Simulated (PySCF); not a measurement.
Frontier orbitals and the lowest excitations

Fluorodihydroxyborane, BFH2O2.
Cartesian coordinates in Å at the PBE0-D3(BJ)/def2-SVP level; atoms count from 1:
```xyz
6
BFH2O2 angstrom
O     -1.0555   -0.7707    0.2530
B     -0.0040    0.0319   -0.0167
O      1.2502   -0.4624    0.0538
F     -0.2045    1.3182   -0.3542
H     -1.8964   -0.3120    0.1735
H      1.9165    0.1990   -0.1526
```

Level of theory: TDDFT CAM-B3LYP/def2-SVPD, vertical, gas phase, core orbitals frozen in the response in PySCF 2.14.0, density-fitted response routines.

Frontier orbitals with the atoms that hold most of them (Löwdin shares over 4%, at most four atoms; ? is withheld):

```csv
orbital,ε (eV),atoms
HOMO-3,-12.71,"O1 38%, O3 38%, B2 9%, F4 9%"
HOMO-2,-12.57,"O1 31%, O3 31%, F4 24%, B2 11%"
HOMO-1,-12.37,"O3 31%, F4 31%, O1 30%"
HOMO,-11.36,?
LUMO,0.36,?
LUMO+1,1.59,"O1 30%, O3 30%, H6 14%, H5 14%"
LUMO+2,2.75,"O1 37%, O3 37%, F4 14%, B2 8%"
```

(1) Give the leading atoms of the LUMO.

(2) Give the leading atoms of the HOMO.

(3) How does S1 compare with the orbital gap of 11.72 eV?

(4) Give energy, strength and leading configuration of S1 and S3, and follow the Löwdin shares of the leading atoms from the occupied to the empty orbital.

## Answers

(1) B2 (bonded to F and 2 O) 62%; O1 (bonded to B and H) 9%; O3 (bonded to B and H) 9%; H5 (bonded to O) 8%. By element: boron 62%, oxygen 18%, hydrogen 8% or more.

(2) O3 (bonded to B and H) 43%; O1 (bonded to B and H) 43%; B2 (bonded to F and 2 O) 8%. By element: oxygen 86%, boron 8%.

(3) S1 is at 8.36 eV (f = 0.0000), 3.36 eV below the gap, made of HOMO→LUMO (91%). 

(4) 
- S1 (8.36 eV, f 0.0000), HOMO→LUMO (91%): O3 43% → 9%, O1 43% → 9%, B2 8% → 62%
- S3 (9.33 eV, f 0.0031), HOMO-1→LUMO (88%): O3 31% → 9%, F4 31% → at most 8%, B2 at most 4% → 62%, O1 30% → 9%

Löwdin shares depend on the basis, the more so with diffuse functions.

One conformer stands for the species.
